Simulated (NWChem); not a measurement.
System: Si2NH6Cl; SMILES N[Si@@H]([SiH3])Cl

```xyz
10

N     -1.9313     0.3141    -0.4000
Si    -0.4636     0.0889     0.4779
Si     0.5192    -1.9396    -0.1727
Cl     0.9789     1.6125     0.1985
H     -1.9385     0.2082    -1.4083
H     -2.5776     1.0414    -0.1125
H     -0.8161     0.1642     1.9165
H      1.8579    -2.0979     0.4546
H      0.6743    -1.9687    -1.6540
H     -0.3453    -3.0813     0.2351
```
Atoms are numbered in this order, from 1.

Level: B3LYP/6-31G* (spherical d) (NWChem), optimised geometry, unscaled harmonic frequencies. 

| frequency (cm⁻¹) | IR intensity (km/mol) |
|---|---|
| 91 | 0.4 |
| 127 | 2.5 |
| 174 | 1.1 |
| 233 | 13.6 |
| 304 | 28.8 |
| 406 | 20.4 |
| 469 | 50.8 |
| 515 | 193.8 |
| 519 | 104.7 |
| 547 | 31.3 |
| 717 | 66.7 |
| 829 | 167.6 |
| 863 | 122.8 |
| 891 | 187.5 |
| 942 | 18.3 |
| 947 | 56.4 |
| 950 | 75.6 |
| 1629 | 51.4 |
| 2235 | 82.5 |
| 2247 | 93.6 |
| 2259 | 110.5 |
| 2270 | 160.6 |
| 3548 | 27.0 |
| 3640 | 25.2 |

The zero-point energy comes out as 39.1 kcal/mol and the thermal correction to the enthalpy at 298.15 K (with zero-point energy) comes out as 44.3 kcal/mol. The heat capacity Cv is 25.4 cal/(mol K). The entropy at 298.15 K and 1 atm (symmetry number 1) is 84.5 cal/(mol K) and the dipole moment is 2.31 D.

Rigid rotor and harmonic oscillator; modes under 100 cm⁻¹ make the entropy uncertain.
